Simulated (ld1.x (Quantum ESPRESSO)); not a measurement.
**What one change does to a pseudopotential (Ga, TM)**

```
Element                 : Ga (Z = 31)
Generator               : ld1.x (Quantum ESPRESSO) 7.5
Type                    : norm-conserving Troullier–Martins (Kleinman–Bylander form)
Functional              : PBEsol
Relativity              : scalar-relativistic
Frozen core             : [Ar] 3d10
Valence charge          : 3
Reference configuration : 4s2 4p1
Partial waves           : 4p (bound): rc 1.90 bohr; 4d channel at 0.1 Ry: rc 1.85 bohr; 4s (bound): rc 2.00 bohr
Local potential         : the s channel
Core correction         : Bessel-smoothed model core inside 1.45 bohr
```

Change: all radii but the core radius scaled by about 1.39 (s 2.78, p 2.64, d 2.56 bohr).

Cutoffs: the cutoffs (Ry, on a coarse ladder) from which the occupation-weighted sum of valence levels, in a spherical-Bessel basis at the reference potential, stays within 10 and 1 mRy of its value at 400 Ry; they do not see the model core or the augmentation charge, which bear on the density cutoff. Errors are all-electron minus pseudo energies relative to the spin-unpolarised reference configuration.

Question: How do hardness, ghosts and transferability respond?

Answer: The potential gets softer (15 Ry and 35 Ry → 8 Ry and 18 Ry); the bound ghost in d disappears; of the 7 tests that both files solve, the error grows in 4 and shrinks in 1 by more than 15 % and 0.3 meV (median size 20.6 → 49.7 meV). A larger radius leaves more room for a smooth pseudo-wave, so fewer plane waves are needed.

| quantity | base | changed |
| --- | --- | --- |
| cutoff, loose | 15 Ry | 8 Ry |
| cutoff, tight | 35 Ry | 18 Ry |
| loose cutoff by channel (10 mRy a level) | p 6 Ry, s 10 Ry | p 6 Ry, s 6 Ry |
| bound ghosts | d | none |
| error for 4s2 4p0, meV [ΔE 5.68 eV] | -12 | -7.2 |
| error for 4s1 4p0, meV [ΔE 26.82 eV] | -189 | -200 |
| error for 4s2 4p0.5, meV [ΔE 2.03 eV] | -1.8 | -2.0 |
| error for 4s2 4p1.3, meV [ΔE -0.53 eV] | -0.1 | -0.4 |
| error for 4s1 4p2, meV [ΔE 6.55 eV] | -21 | -50 |
| error for 4s0 4p3, meV [ΔE 13.39 eV] | -83 | -233 |
| error for 4s1 4p1, meV [ΔE 13.08 eV] | -54 | -98 |

 A true bound ghost makes a file unfit for plane-wave use even where its test errors are small: the radial tests pick states by their node count and pass the ghost by.
